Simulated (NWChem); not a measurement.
System: MoH₂O₄; SMILES [OH][Mo](=[O])([OH])=[O]

NWChem input:

```
start job
memory heap 200 mb stack 900 mb global 1100 mb
geometry units angstroms noautosym nocenter noautoz
  Mo     0.000000     0.000000    -0.082523
  O      0.000000     1.333392     0.928531
  O      0.000000    -1.333392     0.928531
  O      1.508698     0.000000    -1.169847
  H      2.448268     0.000000    -0.957922
  O     -1.508698     0.000000    -1.169847
  H     -2.448268     0.000000    -0.957922
end
basis spherical
  * library def2-svpd
end
ecp
  Mo library def2-ecp
end
dft
  xc xpbe96 cpbe96
  iterations 150
end
task dft gradient
```

NWChem printed, in part:

```
             Northwest Computational Chemistry Package (NWChem) 7.3.0
             --------------------------------------------------------

                             Geometry "geometry" -> ""
                             -------------------------

 Output coordinates in angstroms (scale by  1.889725989 to convert to a.u.)

  No.       Tag          Charge          X              Y              Z
 ---- ---------------- ---------- -------------- -------------- --------------
    1 Mo                  42.0000     0.00000000     0.00000000    -0.08252300
    2 O                    8.0000     0.00000000     1.33339200     0.92853100
    3 O                    8.0000     0.00000000    -1.33339200     0.92853100
    4 O                    8.0000     1.50869800     0.00000000    -1.16984700
    5 H                    1.0000     2.44826800     0.00000000    -0.95792200
    6 O                    8.0000    -1.50869800     0.00000000    -1.16984700
    7 H                    1.0000    -2.44826800     0.00000000    -0.95792200

 Effective nuclear repulsion energy (a.u.)     507.3967639145

 Summary of "ao basis" -> "ao basis" (spherical)
 ------------------------------------------------------------------------------
       Tag                 Description            Shells   Functions and Types
 ---------------- ------------------------------  ------  ---------------------
 Mo                        def2-svpd                12       34   5s4p2d1f
 O                         def2-svpd                 9       23   4s3p2d
 H                         def2-svpd                 4        8   2s2p

            General Information
            -------------------
          SCF calculation type: DFT
          Wavefunction type:  closed shell.
          No. of atoms     :     7
          No. of electrons :    48
           Alpha electrons :    24
            Beta electrons :    24
          Charge           :     0
          Spin multiplicity:     1
          Use of symmetry is: off; symmetry adaption is: off
          Maximum number of iterations: 150
          AO basis - number of functions:   142
                     number of shells:    56
          Convergence on energy requested:  1.00D-06
          Convergence on density requested:  1.00D-05
          Convergence on gradient requested:  5.00D-04

              XC Information
              --------------
          PerdewBurkeErnzerhof Exchange Functional  1.000
            Perdew 1991 LDA Correlation Functional  1.000 local
           PerdewBurkeErnz. Correlation Functional  1.000 non-local

             Grid Information
             ----------------
          Grid used for XC integration:  medium
          Radial quadrature: Mura-Knowles
          Angular quadrature: Lebedev.
          Tag              B.-S. Rad. Rad. Pts. Rad. Cut. Ang. Pts.
          ---              ---------- --------- --------- ---------
          Mo                  1.45      123          10.0       590
          O                   0.60       49          11.0       434
          H                   0.35       45          12.0       434
          Grid pruning is: on
          Number of quadrature shells:   409
          Spatial weights used:  Erf1

      Superposition of Atomic Density Guess
      -------------------------------------

 Sum of atomic energies:        -377.06862345

      Non-variational initial energy
      ------------------------------

 Total energy =    -367.544270
 1-e energy   =    -977.856842
 2-e energy   =     383.465353
 HOMO         =      -0.483100
 LUMO         =      -0.039380

   convergence    iter        energy       DeltaE   RMS-Dens  Diis-err
 ---------------- ----- ----------------- --------- --------- ---------
 d= 0,ls=0.0,diis     1   -369.3654605145 -5.96D+02  5.50D-02  5.30D+00
 d= 0,ls=0.5,diis     2   -358.5396907742  1.08D+01  3.04D-02  7.87D+01
 d= 0,ls=0.5,diis     3   -365.5757019565 -7.04D+00  6.77D-03  4.23D+01
 d= 0,ls=0.5,diis     4   -367.5343047509 -1.96D+00  6.70D-03  2.55D+01
 d= 0,ls=0.5,diis     5   -368.9560207536 -1.42D+00  5.56D-03  1.08D+01
 d= 0,ls=0.5,diis     6   -369.7359204071 -7.80D-01  3.52D-03  2.53D+00
 d= 0,ls=0.5,diis     7   -369.9633076169 -2.27D-01  1.73D-03  3.19D-01
  Resetting Diis
 d= 0,ls=0.5,diis     8   -370.0024341817 -3.91D-02  9.53D-04  1.94D-02
 d= 0,ls=0.5,diis     9   -370.0072140635 -4.78D-03  6.28D-04  2.66D-03
 d= 0,ls=0.5,diis    10   -370.0082647009 -1.05D-03  3.50D-04  7.55D-04
 d= 0,ls=0.5,diis    11   -370.0085577865 -2.93D-04  1.58D-04  5.27D-04
 d= 0,ls=0.5,diis    12   -370.0087117403 -1.54D-04  1.06D-04  1.35D-04
 d= 0,ls=0.5,diis    13   -370.0087574562 -4.57D-05  6.10D-05  1.43D-04
 d= 0,ls=0.5,diis    14   -370.0087838270 -2.64D-05  3.96D-05  7.90D-05
 d= 0,ls=0.5,diis    15   -370.0087963949 -1.26D-05  2.63D-05  4.06D-05
 d= 0,ls=0.5,diis    16   -370.0088024430 -6.05D-06  1.71D-05  1.99D-05
 d= 0,ls=0.5,diis    17   -370.0088052453 -2.80D-06  1.17D-05  1.07D-05
 d= 0,ls=0.5,diis    18   -370.0088066637 -1.42D-06  8.08D-06  5.56D-06
 d= 0,ls=0.5,diis    19   -370.0088073624 -6.99D-07  5.53D-06  2.88D-06

         Total DFT energy =     -370.008807705488
      One electron energy =     -982.585992947853
           Coulomb energy =      428.302316834163
    Exchange-Corr. energy =      -42.572351274204
 Nuclear repulsion energy =      226.847219682406

 Numeric. integr. density =       48.000005321613

                       DFT Final Molecular Orbital Analysis
                       ------------------------------------

 Vector   22  Occ=2.000000D+00  E=-3.094828D-01
              MO Center= -2.9D-07,  2.8D-04, -6.8D-01, r^2= 3.7D+00
   Bfn.  Coefficient  Atom+Function         Bfn.  Coefficient  Atom+Function
  ----- ------------  ---------------      ----- ------------  ---------------
    86      0.393018  4 O  py               117      0.393018  6 O  py
    89      0.271725  4 O  py               120      0.271725  6 O  py
     7     -0.198230  1 Mo py                40     -0.169711  2 O  py
    63     -0.169505  3 O  py                19      0.146911  1 Mo d -1
    16     -0.140025  1 Mo py                41     -0.127510  2 O  pz

 Vector   23  Occ=2.000000D+00  E=-2.983533D-01
              MO Center=  3.1D-07,  1.0D-04, -3.7D-01, r^2= 3.7D+00
   Bfn.  Coefficient  Atom+Function         Bfn.  Coefficient  Atom+Function
  ----- ------------  ---------------      ----- ------------  ---------------
    86      0.363042  4 O  py               117     -0.363042  6 O  py
    39     -0.284931  2 O  px                62      0.284874  3 O  px
    89      0.254233  4 O  py               120     -0.254233  6 O  py
    42     -0.196039  2 O  px                65      0.196000  3 O  px
    18     -0.091497  1 Mo d -2              45     -0.062550  2 O  px

 Vector   24  Occ=2.000000D+00  E=-2.775008D-01
              MO Center=  3.8D-09,  6.2D-05,  8.6D-01, r^2= 2.5D+00
   Bfn.  Coefficient  Atom+Function         Bfn.  Coefficient  Atom+Function
  ----- ------------  ---------------      ----- ------------  ---------------
    41      0.422361  2 O  pz                64     -0.422342  3 O  pz
    44      0.289414  2 O  pz                67     -0.289401  3 O  pz
    40     -0.184617  2 O  py                63     -0.184603  3 O  py
     7      0.135865  1 Mo py                43     -0.134697  2 O  py
    66     -0.134688  3 O  py                47      0.094731  2 O  pz

 Vector   25  Occ=0.000000D+00  E=-1.171758D-01
              MO Center=  3.4D-09, -8.6D-06, -1.1D-01, r^2= 2.4D+00
   Bfn.  Coefficient  Atom+Function         Bfn.  Coefficient  Atom+Function
  ----- ------------  ---------------      ----- ------------  ---------------
    20      0.782059  1 Mo d  0              40      0.193286  2 O  py
    63     -0.193293  3 O  py                87      0.190349  4 O  pz
   118      0.190349  6 O  pz                 8      0.167031  1 Mo pz
    43      0.154589  2 O  py                66     -0.154593  3 O  py
    22     -0.152883  1 Mo d  2              90      0.136646  4 O  pz

 Vector   26  Occ=0.000000D+00  E=-9.960083D-02
              MO Center=  2.0D-09, -2.4D-05,  7.8D-02, r^2= 2.1D+00
   Bfn.  Coefficient  Atom+Function         Bfn.  Coefficient  Atom+Function
  ----- ------------  ---------------      ----- ------------  ---------------
    18      0.834403  1 Mo d -2              39     -0.273639  2 O  px
    62      0.273657  3 O  px                42     -0.218137  2 O  px
    65      0.218150  3 O  px                86     -0.167682  4 O  py
   117      0.167682  6 O  py                23      0.140427  1 Mo d -2
    89     -0.123230  4 O  py               120      0.123230  6 O  py

[...]

                         DFT ENERGY GRADIENTS

    atom               coordinates                        gradient
                 x          y          z           x          y          z
   1 Mo      0.000000   0.000000  -0.155946   -0.000000   0.000001   0.020181
   2 O       0.000000   2.519746   1.754669    0.000000  -0.025710  -0.019847
   3 O       0.000000  -2.519746   1.754669    0.000000   0.025708  -0.019845
   4 O       2.851026   0.000000  -2.210690   -0.004927   0.000000   0.011143
   5 H       4.626556   0.000000  -1.810210   -0.007943   0.000000  -0.001388
   6 O      -2.851026   0.000000  -2.210690    0.004927   0.000000   0.011143
   7 H      -4.626556   0.000000  -1.810210    0.007943   0.000000  -0.001388
```

Level: PBE/def2-SVPD with def2 effective core potentials on Mo. Coordinates come from a PBE0/def2-SVP optimisation. Not confirmed as a minimum by frequencies. def2 effective core potentials on Mo; no spin-orbit coupling.
